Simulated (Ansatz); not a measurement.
H4InNS2 (`[NH2][In]([SH])[SH]`), charge 0, multiplicity 1.

(1) Give a relaxed structure at PBE0-D4/def2-TZVP (Ansatz 0.2.0). (Best estimate.)

Answers

(1) Computed: 
```xyz
8

N     0.784    1.292    0.916
In   -0.274   -0.106   -0.077
S     0.764   -1.511   -1.695
S    -2.629   -0.233    0.219
H     0.381    1.631    1.779
H     1.764    1.098    1.064
H     1.981   -0.976   -1.499
H    -2.771   -1.194   -0.709
```
